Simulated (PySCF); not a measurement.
Species: C8H9N.
Cartesian coordinates in Å at the GFN2-xTB level; atoms count from 1:
```xyz
18
C8H9N angstrom
C      2.850    1.392   -0.800
C      1.874    0.898   -0.315
C      0.673    0.296    0.222
C      0.611   -1.221   -0.041
C     -0.873   -1.508   -0.245
C     -1.337   -0.319   -1.081
C     -0.609    0.882   -0.447
C     -1.440    1.505    0.551
N     -2.096    1.977    1.360
H      3.715    1.826   -1.204
H      0.640    0.490    1.301
H      1.045   -1.790    0.780
H      1.165   -1.457   -0.952
H     -1.050   -2.461   -0.742
H     -1.393   -1.513    0.715
H     -2.419   -0.191   -1.070
H     -1.012   -0.438   -2.115
H     -0.351    1.639   -1.194
```

The calculation used PBE0/def2-SVPD in PySCF (dipole) on a GFN2-xTB geometry, gas phase.

Take the most abundant isotopes and a rigid rotor. The values belong to one conformer with, in the numbering `[CH:1]#[C:2][C@@H:3]1[CH2:4][CH2:5][CH2:6][C@H:7]1[C:8]#[N:9]`, C2–C3–C4–C5 -146°, C3–C4–C5–C6 41°, C4–C5–C6–C7 -41°, C5–C6–C7–C8 -93°.

**Question.** What are A, B and C (MHz)?

**Answer.** Ia = 226.94, Ib = 354.26, Ic = 496.55 u·Å²; 505379 MHz·u·Å²/I gives A = 2227, B = 1427, C = 1018 MHz.

**Question.** What kind of rotor is it?

**Answer.** An asymmetric top; Ray's κ = -0.324.

**Question.** What does the inertial defect say?

**Answer.** Not planar: Δ = Ic − Ia − Ib = -84.65 u·Å². For a rigid frame Δ = −2 Σ m c², so Σ m c² = 42.32 u·Å² lies off the ab plane: 13.47 from hydrogen and 28.85 from heavier atoms. The atom farthest from that plane is 1.86 Å away.

**Question.** Give the other two planar moments, Paa and Pbb, and the rms extents of the mass along the axes.

**Answer.** Paa = Σ m a² = (Ib + Ic − Ia)/2 = 311.94 and Pbb = Σ m b² = (Ia + Ic − Ib)/2 = 184.61 u·Å². With the mass M = 119.07 u, the rms extents √(P/M) along a, b and c are 1.62, 1.25, 0.60 Å.

**Question.** Which types of transition are allowed, and where do some lines up to J = 4 fall?

**Answer.** The dipole components are |μa| = 2.46 D, |μb| = 2.92 D, |μc| = 1.29 D. Intensities carry the squares of the components, which stand as 0.71 : 1.00 : 0.20 (a : b : c). Some lines, for components of 0.1 D or more:

```json
{"type": "b", "branch": "Q", "J(Ka,Kc)": "1(1,0) ← 1(0,1)", "MHz": "1209", "lower level (cm⁻¹)": "0.082"}
{"type": "c", "branch": "Q", "J(Ka,Kc)": "3(2,2) ← 3(1,2)", "MHz": "1879", "lower level (cm⁻¹)": "0.561"}
{"type": "a", "branch": "R", "J(Ka,Kc)": "1(0,1) ← 0(0,0)", "MHz": "2444", "lower level (cm⁻¹)": "0.000"}
{"type": "b", "branch": "Q", "J(Ka,Kc)": "2(2,1) ← 2(1,2)", "MHz": "3628", "lower level (cm⁻¹)": "0.258"}
{"type": "c", "branch": "R", "J(Ka,Kc)": "1(1,0) ← 0(0,0)", "MHz": "3654", "lower level (cm⁻¹)": "0.000"}
{"type": "a", "branch": "R", "J(Ka,Kc)": "2(1,2) ← 1(1,1)", "MHz": "4480", "lower level (cm⁻¹)": "0.108"}
{"type": "a", "branch": "R", "J(Ka,Kc)": "2(0,2) ← 1(0,1)", "MHz": "4768", "lower level (cm⁻¹)": "0.082"}
{"type": "b", "branch": "Q", "J(Ka,Kc)": "4(2,3) ← 4(1,4)", "MHz": "5217", "lower level (cm⁻¹)": "0.772"}
{"type": "b", "branch": "R", "J(Ka,Kc)": "4(2,2) ← 3(3,1)", "MHz": "5990", "lower level (cm⁻¹)": "0.793"}
{"type": "a", "branch": "R", "J(Ka,Kc)": "3(1,3) ← 2(1,2)", "MHz": "6653", "lower level (cm⁻¹)": "0.258"}
{"type": "b", "branch": "Q", "J(Ka,Kc)": "4(4,0) ← 4(3,1)", "MHz": "6723", "lower level (cm⁻¹)": "1.131"}
{"type": "a", "branch": "R", "J(Ka,Kc)": "3(0,3) ← 2(0,2)", "MHz": "6905", "lower level (cm⁻¹)": "0.241"}
{"type": "b", "branch": "R", "J(Ka,Kc)": "4(0,4) ← 3(1,3)", "MHz": "8662", "lower level (cm⁻¹)": "0.480"}
{"type": "c", "branch": "R", "J(Ka,Kc)": "3(1,2) ← 2(0,2)", "MHz": "9594", "lower level (cm⁻¹)": "0.241"}
{"type": "a", "branch": "R", "J(Ka,Kc)": "4(3,1) ← 3(3,0)", "MHz": "10097", "lower level (cm⁻¹)": "0.794"}
{"type": "a", "branch": "R", "J(Ka,Kc)": "4(1,3) ← 3(1,2)", "MHz": "10275", "lower level (cm⁻¹)": "0.561"}
{"type": "c", "branch": "R", "J(Ka,Kc)": "4(4,0) ← 3(3,0)", "MHz": "16820", "lower level (cm⁻¹)": "0.794"}
```

**Question.** Estimate the classical rotational partition function at 10 K, 25 K and 100 K.

**Answer.** Point group C1, symmetry number σ = 1; q = (√π/σ)·√((kT/h)³/(ABC)), k/h = 20836.6 MHz/K: 2960 at 10 K, 11700 at 25 K, 93800 at 100 K.

No frequency check. These are rigid-rotor constants of the computed structure; measured ground-state constants (B0) also hold zero-point vibration. Quadrupole hyperfine structure (14N) is left out.
